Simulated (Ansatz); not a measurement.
Total energies of Ga2PF3 (the lowest singlet isomer of a short search) from Ansatz at PBE0-D4/def2-TZVP, gas phase (1 Eh = 27.2114 eV = 2625.5 kJ/mol). The reference geometry is relaxed at PBE-D4/def2-SVP.

```xyz
6

Ga    0.479   -1.049    0.765
Ga   -0.075    1.029   -0.923
P     1.848   -0.091   -0.719
F     0.035   -2.189    2.019
F    -1.149    2.245   -1.584
F    -1.139    0.054    0.441
```

| state | geometry | energy (Eh) |
| --- | --- | --- |
| charge 0 singlet | reference | -4489.99939 |
| charge 1 doublet | reference | -4489.66712 |
| free Ga atom (doublet) | – | -1924.55212 |
| free P atom (quartet) | – | -341.13505 |
| free F atom (doublet) | – | -99.67617 |

Question: Work out the vertical ionisation energy to the doublet.

Answer: E(charge 1 doublet) − E(charge 0 singlet) = -4489.66712 − (-4489.99939) = 0.33227 Eh = 9.04 eV. For comparison, −ε of the highest occupied level is 7.15 eV at this level, 1.89 eV less.

Question: What is the binding energy per atom against free atoms?

Answer: Atoms: 2 × (-1924.55212) + 1 × (-341.13505) + 3 × (-99.67617) = -4489.26780 Eh. Binding: -4489.26780 − (-4489.99939) = 0.73159 Eh = 19.91 eV, or 3.32 eV for each of 6 atoms (no zero-point energy, no counterpoise term).

The structure comes from a short search, and lower isomers may exist.
